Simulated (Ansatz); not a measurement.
CH8N2OSi can be A, `CN[SiH](N)O`, or B, `N[SiH2]NCO`.

Computed with Ansatz on PBE0-D4/def2-TZVP structures; ΔE is electronic, products minus reactants. CCSD(T)/CBS adds triple-zeta CCSD(T) − MP2 to the extrapolated MP2 energy (def2 sets, frozen cores). Functionals use def2-TZVPP. B3LYP here is the variant with VWN-RPA as its local correlation; programs differ in this. One conformer a species, not always the lowest.

(1) Which isomer does CCSD(T)/CBS put lower? Give the gap. (An estimate is asked.)

(2) Give E(B) − E(A) in kcal/mol with r2SCAN-D4, PBE0-D4, PBE-D4, B3LYP-D4, HF/def2-TZVPP, CCSD(T)/def2-TZVPP, MP2/def2-TZVPP. (An estimate is asked.)

Largest T1 diagnostic: 0.011.

Answers

(1) Computed: A, by 41.9 kcal/mol.

(2) Ansatz gave: r2SCAN-D4 41.3, PBE0-D4 39.7, PBE-D4 38.4, B3LYP-D4 40.8, HF/def2-TZVPP 41.6, CCSD(T)/def2-TZVPP 41.0, MP2/def2-TZVPP 42.6. None reverses the order clearly.

From PBE to PBE0 (25 % exact exchange), in def2-TZVPP and without D4, E(B) − E(A) moves by +1.4 kcal/mol.
